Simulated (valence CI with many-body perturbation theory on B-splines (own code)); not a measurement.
**Missing levels of Rh¹²⁺**

Calculated by relativistic CI+MBPT: five valence electrons over a frozen Dirac-Fock core [Ar] 3d10, a basis of 9 s, 9 p, 8 d, 6 f, 3 g, 1 h functions for each j, with the one-electron correlation potential Σ1, the two-electron term Σ2, the three-electron term Σ3, Breit, model QED; selected CI, second order for the rest, scaled by the run's own slope (own B-spline code, finite nucleus).

No measured spectrum was set against this ion. As an estimate, levels hold to about 250 cm⁻¹ or 0.2 % of their energy and the worst to 1 %, as in measured heavy ions of charge 2 to 7; those with d or f electrons hold less well. Among the levels kept, up to 600 cm⁻¹ of a level comes from second order outside the variational space, and about a tenth of that is noise between levels of different J, which matters for small intervals.

| Level | E (cm⁻¹) |
| --- | --- |
| 4s²4p³ ⁴S°_3/2 | 0 |
| 4s²4p³ ²D°_3/2 | 35900 |
| 4s²4p³ ²D°_5/2 | 49184 |
| 4s²4p³ ²P°_1/2 | 72468 |
| 4s²4p³ ²P°_3/2 | 100770 |
| 4s4p⁴ ⁴P_5/2 | 284020 |
| 4s4p⁴ ⁴P_3/2 | 308310 |
| 4s4p⁴ ⁴P_1/2 | 313820 |
| 4s4p⁴ ²D_3/2 | 350020 |
| 4s4p⁴ ²D_5/2 | ? |
| 4s4p⁴ ²S_1/2 | 395450 |
| 4s4p⁴ ²P_3/2 | 402240 |
| 4s²4p²4d ⁴F_3/2 | ? |
| 4s4p⁴ ²P_1/2 | ? |
| 4s²4p²4d ⁴F_5/2 | ? |
| 4s²4p²4d ²F_5/2 | 464880 |
| 4s²4p²4d ⁴F_7/2 | ? |
| 4s²4p²4d ⁴D_1/2 | 471850 |
| 4s²4p²4d ⁴D_3/2 | ? |
| 4s²4p²4d ²F_7/2 [a] | 474490 |

Names give the largest LS component (configuration and term), which can be under half, so a name can repeat, a term be missing and a line seem to break the LS rules; names also repeat where a configuration has a term twice. Letters in brackets count levels of one name in rising energy.

Problem. The levels stand in rising order. What does the calculation give for the missing energies?

Solution. 4s4p⁴ ²D_5/2 359540; 4s²4p²4d ⁴F_3/2 438890; 4s4p⁴ ²P_1/2 439400; 4s²4p²4d ⁴F_5/2 449610; 4s²4p²4d ⁴F_7/2 467870; 4s²4p²4d ⁴D_3/2 473610.
